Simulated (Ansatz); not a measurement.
Molecule: C$_{3}$H$_{6}$S, charge 0, multiplicity 1. SMILES: C1CSC1
Geometry from a B3LYP-D3(BJ)/def2-TZVP (Ansatz, a first-principles code) optimisation:
```
C
H 1 1.0897
H 1 1.0913 2 108.40
C 1 1.5398 2 110.51 3 127.23
H 4 1.0876 1 116.43 2 -20.36
H 4 1.0895 5 109.53 1 130.61
C 1 1.5398 2 110.51 3 -127.23
H 7 1.0876 1 116.43 2 20.36
H 7 1.0895 8 109.53 1 -130.61
S 4 1.8489 5 114.13 6 125.09
```
Charge 0, spin multiplicity 1.

Computed values are from Ansatz. Correlated levels leave the core frozen unless marked. Open shells are spin-unrestricted. Spin-orbit coupling is left out. No relativistic terms. CBS(X,Y): correlation extrapolated as X^-3; Hartree-Fock from the larger set. [CCSD(T)-MP2]/basis is that difference in the basis named.

```yaml
atomisation energy De: 918.8 kcal/mol at RI-MP2/CBS(aug-cc-pV(T+d)Z,aug-cc-pV(Q+d)Z)+[CCSD(T)-MP2]/aug-cc-pV(T+d)Z
total_energy: -515.5156 Eh at RI-MP2/CBS(aug-cc-pV(T+d)Z,aug-cc-pV(Q+d)Z)+[CCSD(T)-MP2]/aug-cc-pV(T+d)Z
dipole_moment: 1.96 D at CCSD(T)/aug-cc-pV(D+d)Z
T1 diagnostic: 0.010 at CCSD/aug-cc-pV(T+d)Z
measured enthalpy of formation, 298 K: 14.5 kcal/mol (CRC Handbook, as tabulated in the package chemicals; older table, unchecked)
measured_dipole_moment: 1.85 D (NIST CCCBDB, as tabulated in the package chemicals; older table, unchecked)
```
